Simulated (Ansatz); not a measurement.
The molecule OF, multiplicity 2 (the spin of the measured ground state).

D_e counts from the fitted minimum to each atom's lowest state at the same level, without counterpoise.

Frozen-core correlation.

Programs: Ansatz (a first-principles code). Values without a source in brackets are computed.

```
level               bond energy D_e (eV)
------------------  --------------------
SVWN5/def2-TZVPP                   4.213
PBE/def2-TZVPP                     3.133
r2SCAN/def2-TZVPP                  2.539
B97M-V/def2-TZVPP                  2.408
B3LYP/def2-TZVPP                   2.408
PBE0/def2-TZVPP                    2.359
BHLYP/def2-TZVPP                   1.536
wB97M-V/def2-TZVPP                 2.385
B2PLYP/def2-TZVPP                      ?
```

Fill in the missing entries.


- B2PLYP/def2-TZVPP, bond energy D_e (eV): 2.259
